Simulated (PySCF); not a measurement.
Unknowns

Computational details: GFN2-xTB geometry, shielding tensors at PBE0/pcSseg-1 (GIAO), in PySCF 2.14.0 with density-fitted response routines (single conformer, non-relativistic, equivalent nuclei averaged, gas phase).

Scale: TMS for ¹H and ¹³C (reference shieldings calculated alike). Splittings of carbon signals by F and P are missing where no couplings were computed. Where no couplings were computed, multiplicities follow the n + 1 count of equivalent neighbours, and m marks all less simple cases (inequivalent or close neighbours, rings, F or P nearby). Shifts are as computed. Against solution values, carbons near 30 ppm lie about +3 ppm off and those near 130 ppm about +5 ppm. Of 1309 compounds with measured shifts, 239 miss one by over three times the rms of a fit or turn the order of signals round; such compounds aren't used in these exercises. OH and NH positions are gas-phase values without hydrogen bonding to other molecules.

**Question.** C2H6F3PSi2. ¹H NMR (600 MHz, computed): δ 6.53 (m, 1H), 6.41 (m, 1H), 6.32 (m, 1H), 4.66 (m, 1H), 1.26 (m, 2H). ¹³C{¹H} NMR (computed): δ 147.6 (CH2), 136.2 (CH). Give a structure.

**Answer.** SMILES F[Si]([Si@H](C=C)P)(F)F. 2 carbon signals for 2 carbons: no two carbons are equivalent. Carbon types of the structure: 1 × CH, 1 × CH2, leaving 3 H on heteroatoms. δC 147.6: terminal =CH2 carbon; an sp2 carbon of a C=C bond. δC 136.2: alkene CH; an sp2 carbon of a C=C bond. δH 6.53, 6.41: hydrogen on a terminal =CH2 carbon; attached to an sp2 carbon and in the plane of the double bond. δH 6.32: hydrogen on an alkene CH; a vinylic proton, deshielded by the sp2 carbon and the C=C anisotropy.

The shifts were computed for this structure.

**Question.** C4H8N2Si2. ¹H NMR (600 MHz, computed): δ 3.54 (s, 3H), 3.04 (s, 3H), 2.18 (s, 1H), 0.33 (br s, 1H). ¹³C{¹H} NMR (computed): δ 124.6, 103.8, 89.1, 33.0. Identify the compound.

**Answer.** `C#C[Si@]([SiH3])(C#N)NC`. Rings plus π bonds: 4 (no ring in the answer). 4 carbon signals for 4 carbons: no two carbons are equivalent. Carbon types of the structure: 2 × C, 1 × CH, 1 × CH3, leaving 4 H on heteroatoms. δC 124.6: nitrile carbon; C≡N carbons fall here, among the sp2 signals but without a proton. δC 103.8: terminal alkyne carbon; sp carbons lie upfield of alkene carbons because the cylindrical π system leaves one tensor component strongly shielded. δC 89.1: alkyne carbon; the triple bond shields along its axis, which puts it between sp3 and sp2 carbons. δH 2.18: hydrogen on a terminal alkyne carbon; it lies on the axis of the triple bond, in its shielding cone.

The data come from this structure; uniqueness wasn't tested.
